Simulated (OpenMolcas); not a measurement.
# Computed levels of Bi I

```yaml
Program: OpenMolcas
Method: RASSCF
Basis: ANO-RCC-VQZP [9s8p6d4f3g]
Scalar_Hamiltonian: DKH2, point nucleus
Active_space: 3 electrons in 9 orbitals (RAS2 6p; RAS3 6d 7s, at most 1 electron)
State_averaging: 2S+1 = 4 odd, 1 root; 2S+1 = 2 odd, 8 roots; 2S+1 = 4 even, 3 roots; 2S+1 = 2 even, 8 roots
Spin-orbit_coupling: RASSI with atomic mean-field integrals over the reference wave functions, term energies averaged over their components
```

With spin-orbit coupling, above the lowest level:

```csv
Configuration,Term,J,E (cm⁻¹),Measured (cm⁻¹),g,Term weight %
6s² 6p³,⁴S°,3/2,0.0,0.0,1.828,78
6s² 6p³,²D°,3/2,12204,11419,1.060,71
6s² 6p³,²D°,5/2,16498,15438,1.200,100
6s² 6p³,²P°,1/2,24704,21661,0.666,100
6s² 6p³,²P°,3/2,32940,33165,1.248,70
6s² 6p² 7s,⁴P,1/2,41784,32588,2.493,91
6s² 6p² 7s,⁴P,3/2,46099,,1.705,94
6s² 6p² 7s,²P,1/2,49433,45916,0.844,91
6s² 6p² 7s,⁴P,5/2,50607,48490,1.477,69
```

Against the 7 measured excited levels shown (NIST Handbook of Basic Atomic Spectroscopic Data) the mean absolute deviation is 2800 cm-1; the largest miss in energy is 6s² 6p² 7s ⁴P_1/2: computed 41784, measured 32588 cm⁻¹ (+28.2 %).

Spin-orbit coupling puts the lowest level 3942 cm⁻¹ below the lowest spin-free term.

Some levels mix across a computed gap that differs much from the measured one, so their mixing is not that of the real levels. ANO sets are built for valence states and can reach diffuse excited orbitals poorly, and with the s shell closed the s pⁿ⁺¹ terms that mix with these levels are absent. Spin-orbit splittings of 6p shells tend to come out small when the coupling is added on scalar orbitals. With the s shell closed, the reference lacks s² → p² mixing. No level of 6s² 6p² 6d was computed, though it lies in the active space. Computed and measured levels are paired by configuration, term and J; levels that our copy of the source lacks, or whose pairing is in doubt (as where it misses far off the trend of its configuration), stay unpaired and out of the deviations. Where the source uses jj or jK labels, the order within each J decides. Only configurations of the active space appear. The first state left out of the spin-orbit step lies near 66000 cm-1 above the lowest spin-free state of the reference (among the parities and spins computed), and the list stops at four fifths of that energy or lower.

The term weight is that of the spin-free term in the level, not the purity of its configuration. ° marks odd parity.
